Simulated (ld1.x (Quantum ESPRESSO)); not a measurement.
**Varying the RRKJ potential for copper (Cu)**

Base potential:

Cu, norm-conserving RRKJ (Kleinman–Bylander form), made with ld1.x (Quantum ESPRESSO) 7.5 (PBE, scalar-relativistic). Core [Ne] 3s2, reference 3p6 3d10 4s1 4p0. Waves: 3p (bound): rc 1.05 bohr; 3d (bound): rc 0.75 bohr; 4s (bound): rc 2.45 bohr. Local part: the s channel. Core correction: none.

Cutoffs, loose and tight: the cutoffs (Ry, on a coarse ladder) from which the occupation-weighted sum of valence levels, in a spherical-Bessel basis at the reference potential, stays within 10 and 1 mRy of its value at 400 Ry. They do not see the model core or the augmentation charge, which bear on the density cutoff. Test errors are all-electron minus pseudo excitation energies from the reference, over the configurations 3p6 3d10 4s0 4p0; 3p6 3d9 4s0 4p0; 3p6 3d8 4s0 4p0; 3p6 3d9 4s1 4p0; 3p5 3d10 4s1 4p0; 3p6 3d10 4s0 4p1; 3p6 3d9 4s2 4p0. A dash means not determined; rows that change the core or the reference have their own tests.

| change | outcome | cutoff, loose | cutoff, tight | bound ghosts | largest test error (meV) |
| --- | --- | --- | --- | --- | --- |
| base | generated | 300 Ry | over 300 Ry | none | -1080 |
| core correction a·sin(br)/r model core inside 0.30 bohr | generated | 300 Ry | over 300 Ry | none | -1129 |
| core correction a·sin(br)/r model core inside 0.36 bohr | generated | 300 Ry | over 300 Ry | none | -1129 |
| core correction a·sin(br)/r model core inside 0.44 bohr | generated | 300 Ry | over 300 Ry | none | -1130 |
| core correction a·sin(br)/r model core inside 0.50 bohr | generated | 300 Ry | over 300 Ry | none | -1129 |
| core correction a·sin(br)/r model core inside 0.58 bohr | generated | 300 Ry | over 300 Ry | none | -1129 |
| core correction a·sin(br)/r model core inside 0.68 bohr | generated | 300 Ry | over 300 Ry | none | -1128 |
| core correction a·sin(br)/r model core inside 0.74 bohr | generated | 300 Ry | over 300 Ry | none | -1128 |
| core correction a·sin(br)/r model core inside 0.82 bohr | generated | 300 Ry | over 300 Ry | none | -1128 |
| core correction a·sin(br)/r model core inside 0.90 bohr | generated | 300 Ry | over 300 Ry | none | -1127 |
